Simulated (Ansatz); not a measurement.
```yaml
crystal:
  periodic: [false, false, false]
  atoms:
    - {symbol: Si, position_ang: [0.272695, 2.471919, -0.487838]}
    - {symbol: Al, position_ang: [0.506880, -0.055544, -0.045607]}
    - {symbol: C, position_ang: [-0.439042, -1.446888, 1.042702]}
    - {symbol: Ga, position_ang: [0.178492, -2.408177, -0.848326]}
    - {symbol: H, position_ang: [0.686406, 2.855453, -1.945708]}
    - {symbol: H, position_ang: [1.191368, 3.272785, 0.494867]}
    - {symbol: H, position_ang: [-1.199935, 2.951349, -0.256780]}
    - {symbol: H, position_ang: [-1.375319, -1.370730, 1.698211]}
    - {symbol: H, position_ang: [0.246837, -2.260082, 1.519635]}
    - {symbol: H, position_ang: [-0.068383, -4.010085, -1.171145]}
basis:
  gaussian: {orbitals: def2-TZVP}
magnetization: {spin_polarized: true, initial_magnetization: 6}
hamiltonian: {xc: {name: RPBE}, dispersion: d4}
output: {forces: true}
```

```sh
$ ansatz run in.yaml --threads 4 --pin off --events-out ev --progress --plain --max-ram 10444MiB
```

It prints (some lines left out):

```
Functional definition: RPBE
1323 factors; their error is unknown
mean field evaluation 1: about -67963.6309 eV, gradient 4.6e1 eV
mean field evaluation 2: about -67905.3969 eV, gradient 9.1e1 eV
mean field evaluation 4: about -67954.7363 eV, gradient 4.0e1 eV
mean field evaluation 8: about -67974.0909 eV, gradient 1.3e-1 eV
mean field evaluation 32: about -67971.3617 eV, gradient 3.6e0 eV
mean field -67974.06422143 eV, -2498.0007856620 hartree, gradient 3.2e-5 eV, S^2 12.010121; 6 other end points of the search recorded, 0 dependent functions left out
reference -67974.06427936 eV, -2498.0007877910 hartree; 38, 32 occupied and 151, 157 virtual orbitals, 1323 factors
Total energy: -67974.72471697 eV, -2498.0250584252 hartree
Atom 0 at     0.272695     2.471919    -0.487838 Å, force    -0.837532     2.162394     0.114015 eV/Å
Atom 1 at     0.506880    -0.055544    -0.045607 Å, force     1.381834     1.075147     0.034336 eV/Å
Atom 2 at    -0.439042    -1.446888     1.042702 Å, force    -0.373276    -2.079555     2.778174 eV/Å
Atom 3 at     0.178492    -2.408177    -0.848326 Å, force    -0.182888    -1.126373    -1.643064 eV/Å
Atom 4 at     0.686406     2.855453    -1.945708 Å, force    -0.053837    -0.399648     0.605798 eV/Å
Atom 5 at     1.191368     3.272785     0.494867 Å, force    -0.264813    -0.488606    -0.492508 eV/Å
Atom 6 at    -1.199935     2.951349    -0.256780 Å, force     0.633906    -0.290311    -0.126010 eV/Å
Atom 7 at    -1.375319    -1.370730     1.698211 Å, force     0.763912     0.234078    -1.228090 eV/Å
Atom 8 at     0.246837    -2.260082     1.519635 Å, force    -0.879312     1.344528    -0.330084 eV/Å
Atom 9 at    -0.068383    -4.010085    -1.171145 Å, force    -0.187994    -0.431653     0.287434 eV/Å
Dipole moment:    -0.185853     0.063947     0.317286 e Å
```

(1) What is wrong with this run?

Results:

(1) The spin is set far too high for this molecule. The run converged. The result belongs to that input, not to the molecule as meant.
